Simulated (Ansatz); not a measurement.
C2H4Si2, SMILES `C#C[SiH]=[SiH2]` (charge 0, multiplicity 1).

Cartesian coordinates (Å):
SMILES: C#C[SiH]=[SiH2]
```xyz
8

C      2.5470    -0.4012    -0.1124
C      1.4429     0.0897    -0.1233
Si    -0.1940     0.8406    -0.0319
Si    -1.9571    -0.4171     0.0544
H      3.5178    -0.8360    -0.1118
H     -0.2398     2.1429    -0.7264
H     -3.2520     0.2709     0.2502
H     -1.8648    -1.6898     0.8012
```
Charge 0, multiplicity 1.

Frozen-core energies in 6-31g from Ansatz (a first-principles code) at a geometry from B3LYP-D3(BJ)/def2-TZVP; the HF reference has <S^2> = 0.00 (restricted, and unstable towards unrestricted orbitals) and the T1 diagnostic is 0.015.

| level | energy (Ha) | difference from CCSDT(Q) (mHa) |
|---|---|---|
| HF | -655.67045 | 342.85 |
| MP2 | -655.96005 | 53.24 |
| CCSD | -655.99946 | 13.83 |
| CCSD(T) | -656.01104 | 2.25 |
| CCSDT | -656.01181 | 1.48 |
| CCSDT(Q) | -656.01329 | 0.00 |
